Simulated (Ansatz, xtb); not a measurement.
Relative energy of two isomers of C6H9NSi

We compare X, `C=Cc1ccn([SiH3])c1`, a singlet, with Y, `C=Cc1cccn1[SiH3]`, a singlet. Both are isolated molecules in the gas phase, relaxed with B3LYP-D3(BJ)/def2-SVP; the shapes shown needn't be the lowest conformers.

X (Å):

```yaml
atoms:
  - { symbol: C, position_ang: [3.0873, -0.8894, 2.0850] }
  - { symbol: C, position_ang: [2.2551, -0.9488, 1.0337] }
  - { symbol: C, position_ang: [0.7988, -0.9963, 1.0843] }
  - { symbol: C, position_ang: [-0.0606, -1.0029, 2.2387] }
  - { symbol: C, position_ang: [-1.3565, -1.0668, 1.7899] }
  - { symbol: C, position_ang: [-0.0367, -1.0563, -0.0204] }
  - { symbol: N, position_ang: [-1.3555, -1.1044, 0.3988] }
  - { symbol: Si, position_ang: [-2.7869, -1.0340, -0.6462] }
  - { symbol: H, position_ang: [4.1705, -0.8558, 1.9482] }
  - { symbol: H, position_ang: [2.7175, -0.8717, 3.1142] }
  - { symbol: H, position_ang: [2.6860, -0.9631, 0.0255] }
  - { symbol: H, position_ang: [0.2515, -0.9764, 3.2805] }
  - { symbol: H, position_ang: [-2.2918, -1.0989, 2.3458] }
  - { symbol: H, position_ang: [-3.8980, -1.6859, 0.0945] }
  - { symbol: H, position_ang: [-3.1565, 0.3716, -0.9717] }
  - { symbol: H, position_ang: [-2.4588, -1.7650, -1.8979] }
  - { symbol: H, position_ang: [0.2188, -1.0778, -1.0786] }
```

Y (Å):

```xyz
17

C     2.0106   -2.0534    0.3248
C     1.2792   -0.9376    0.1652
C     0.0067   -0.6365    0.7994
C    -0.7521   -1.3641    1.7086
C    -1.9175   -0.6097    2.0088
C    -1.8451    0.5595    1.2787
N    -0.6750    0.5564    0.5360
Si   -0.1809    1.8728   -0.5527
H     2.9598   -2.1819   -0.1990
H     1.6874   -2.8682    0.9783
H     1.6736   -0.1683   -0.5100
H    -0.4864   -2.3391    2.1120
H    -2.7220   -0.8898    2.6860
H    -2.5359    1.3982    1.2263
H    -0.0458    1.3738   -1.9472
H     1.1162    2.4543   -0.1148
H    -1.2645    2.8837   -0.4604
```

Quicker runs give these differences E(Y) − E(X): GFN2-xTB −1.33 kcal/mol; HF/STO-3G +0.43 kcal/mol (at GFN2-xTB geometries); r2SCAN-D4/def2-SVP −0.91 kcal/mol (at GFN2-xTB geometries).

Question: Estimate E(Y) − E(X) at the level CCSD(T)/def2-SVP + ΔMP2/def2-TZVPP.

Answer: CCSD(T)/def2-SVP + ΔMP2/def2-TZVPP gives E(Y) − E(X) = +0.12 kcal/mol, slightly favouring structure X, which is too small a margin to settle the true order.

Level by level:

```tsv
level	geometry	E(Y) − E(X) (kcal/mol)	departure from the last row (kcal/mol)	job, with rough time for the two
GFN2-xTB	GFN2-xTB	−1.33	−1.46	optimisation, 0.2 s
HF/STO-3G	GFN2-xTB	+0.43	+0.30	single point, 0.7 s
r2SCAN-D4/def2-SVP	GFN2-xTB	−0.91	−1.03	single point, 9 s
B3LYP-D3(BJ)/def2-SVP	B3LYP-D3(BJ)/def2-SVP	−0.66	−0.78	optimisation, 2.3 min
HF/def2-SVP	B3LYP-D3(BJ)/def2-SVP	+1.66	+1.54	part of the CCSD(T) run
MP2/def2-SVP	B3LYP-D3(BJ)/def2-SVP	−0.18	−0.30	part of the CCSD(T) run
CCSD(T)/def2-SVP	B3LYP-D3(BJ)/def2-SVP	+0.22	+0.10	single point
CCSD(T)/def2-SVP + ΔMP2/def2-TZVPP	B3LYP-D3(BJ)/def2-SVP	+0.12		single point, 4.2 min
```

As drawn, both hold the same kinds of bond in the same numbers.

The largest departure from CCSD(T)/def2-SVP + ΔMP2/def2-TZVPP is that of HF/def2-SVP, 1.54 kcal/mol. The last row adds to CCSD(T) the change of the MP2 difference between the two basis sets, here −0.10 kcal/mol.

With thermal terms from frequencies at re-optimised GFN2-xTB minima (ideal gas, soft modes damped towards free rotors, one conformer each, 298.15 K, 1 atm): the zero-point term adds +0.18 kcal/mol; ΔH is +0.12 and ΔG +0.66 kcal/mol.

The correlated steps freeze 12 core orbitals. Programs: Ansatz 0.2.0, xtb 6.7.1; the last row on 2 threads of Arm Neoverse V2 on a shared host.
